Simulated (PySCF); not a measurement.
A GIAO shielding run with PySCF 2.14 (density fitting, non-relativistic, gas phase) on `S1[C@]2([C@H](F)[C@H]2[SiH3])CCC1`, C6H11FSSi:

```
$ OMP_NUM_THREADS=1 python probes_run.py task.json out

{"job": {"kind": "nmr", "xc": "PBE0", "basis": "pcSseg-1"}, "charge": 0, "multiplicity": 1}
F      0.624571    -2.570676    -0.551429
C      0.937518    -1.254329    -0.750218
C      1.485482    -0.469223     0.404337
Si     2.887462     0.766746     0.140993
C      0.091756    -0.212503    -0.096859
C     -1.131694    -0.576512     0.713293
C     -2.332303    -0.152928    -0.125208
C     -2.044552     1.270126    -0.572400
S     -0.277696     1.288667    -1.050192
H      1.316784    -1.107829    -1.753464
H      1.509283    -1.025269     1.336262
H      2.893723     1.193478    -1.255071
H      4.132322     0.076585     0.479551
H      2.661324     1.896549     1.040956
H     -1.122287    -0.024266     1.657852
H     -1.143264    -1.644739     0.931673
H     -3.262619    -0.203576     0.440785
H     -2.416153    -0.804931    -0.996693
H     -2.180730     1.983713     0.241002
H     -2.634074     1.581595    -1.431536
```

Hardware: 1 thread of an Arm Neoverse V2, shared host. The job also computes population analyses, field gradients, ring-centre shieldings.

Q: How large is the calculation?

A: 86 electrons, 222 basis functions and 1195 auxiliary functions.

Q: How long does it take, and how much memory does it need?

A: 45 s of wall time, with 14 SCF cycles and 5 response iterations; peak memory 1.1 GiB. Times on a shared host scatter by some tens of per cent.
